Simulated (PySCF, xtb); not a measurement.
HO3S, SMILES O=S(=O)=[OH+], charge +1.

Harmonic wavenumbers (cm⁻¹) from GFN2-xTB (xtb) at its own minimum, in rising order: 342, 379, 429, 520, 780, 861, 1192, 1444, 3328.

**Question.** What does PySCF with PBE-D3(BJ)/def2-SVP give at its own minimum? (An estimate is asked for; the answer gives what the named calculation found.)

**Answer.** 394, 403, 435, 489, 842, 1062, 1179, 1451, 3432. Paired by order, the mean absolute difference is 56 cm⁻¹ and the zero-point energies are 13.3 and 13.8 kcal/mol.
